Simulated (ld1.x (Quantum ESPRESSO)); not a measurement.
**u(r) = r·R(r): atom against pseudo-atom (Sm)**

Columns: radius, all-electron u(r) and pseudo u(r) of the 5p shell (level -36.60 eV) of samarium in the configuration [Kr] 4d10 4f6 5s2 5p6 5d0 6s0 6p0; PW91, scalar-relativistic, TM scheme, ld1.x (Quantum ESPRESSO) 7.5.

| r (bohr) | all-electron | pseudo |
| --- | --- | --- |
| 0.170 | -0.2968 | -0.0179 |
| 0.340 | 0.1982 | -0.0729 |
| 0.510 | 0.4498 | -0.1686 |
| 0.680 | 0.1417 | -0.3075 |
| 0.850 | -0.2887 | -0.4831 |
| 1.020 | -0.6225 | -0.6685 |
| 1.190 | -0.8174 | -0.8181 |
| 1.360 | -0.8954 | -0.8935 |
| 1.530 | -0.8919 | -0.8918 |
| 1.700 | -0.8383 | -0.8383 |
| 1.870 | -0.7580 | -0.7580 |
| 2.040 | -0.6670 | -0.6670 |
| 2.210 | -0.5752 | -0.5752 |
| 2.380 | -0.4884 | -0.4884 |
| 2.550 | -0.4097 | -0.4097 |
| 2.720 | -0.3405 | -0.3405 |
| 2.890 | -0.2809 | -0.2809 |
| 3.060 | -0.2305 | -0.2305 |
| 3.230 | -0.1882 | -0.1882 |
| 3.400 | -0.1533 | -0.1533 |
| 3.570 | -0.1244 | -0.1244 |
| 3.740 | -0.1007 | -0.1007 |
| 3.910 | -0.0813 | -0.0813 |
| 4.080 | -0.0653 | -0.0653 |
| 4.250 | -0.0523 | -0.0523 |
| 4.420 | -0.0417 | -0.0417 |

**Question.** How many radial nodes do the two functions have?

**Answer.** The all-electron 5p function has n − l − 1 = 3 (the table is too coarse to show those close to the nucleus); the pseudo-wave has 0, since the states of the same l below it are removed with the core.

**Question.** At about which radius was the pseudo-wave matched?

**Answer.** 1.70 bohr, where the columns begin to agree (steps of 0.17 bohr).

**Question.** Where does each function peak?

**Answer.** Outermost all-electron maximum near 1.36 bohr, pseudo maximum near 1.36 bohr (to the table’s step).

**Question.** Is the pseudo-wave norm-conserving?

**Answer.** Yes: the TM scheme keeps the norm inside the radius equal to the all-electron one, which fixes the energy derivative of the logarithmic derivative at the level.
